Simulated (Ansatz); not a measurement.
Born–Oppenheimer molecular dynamics of BF$_{2}$H$_{4}$N (8 atoms, charge 0, multiplicity 1). It starts at the highest image of a converged band, a first-order saddle point between two minima.

The calculation used RKS B3LYP/6-31G* (Ansatz 0.2.0).

| Property | Result |
| --- | --- |
| ensemble | NVE (velocity Verlet) |
| time step | 0.5 fs |
| steps asked | 200 |
| starting velocities drawn for | 100 K |
| seed | 11120 |

First frame:

```xyz
8
Properties=species:S:1:pos:R:3
B 0.045 0.419 -0.044
F -0.361 -0.280 1.579
F 1.221 -0.139 -0.372
H -0.925 0.200 -0.701
N 0.143 1.746 0.692
H 1.074 2.152 0.740
H -0.547 2.455 0.468
H -0.190 0.785 1.671
```

How far do the bonds stretch over the last three quarters of this one trajectory? (Pairs bonded in most of those frames.)


```tsv
bond	mean (Å)	spread (Å)	shortest	longest
B1–F3	1.335	0.009	1.32	1.35
B1–H4	1.193	0.017	1.17	1.22
B1–N5	1.422	0.022	1.40	1.48
F2–H8	0.949	0.013	0.94	0.99
N5–H6	1.014	0.007	1.00	1.03
N5–H7	1.012	0.011	0.99	1.03
```

Mean temperature of the second half: 387 K. The conserved energy stayed within 0.057 meV per atom of its start (net change 0.014 meV per atom), so the integration is sound. The kinetic energy rose, since the run started high on the potential surface and went downhill. It ends in pieces (BFH3N + FH), so much of that is their flight and rotation, not heat. A run of 0.1 ps of so small a system gives no equilibrium averages. The orbitals stay closed-shell, which can raise the energy where a bond breaks towards radicals; this wasn't checked here.

Run time: 5.6 min on 1 thread of Arm Neoverse V2, on a shared host, peak memory 0.12 GiB.
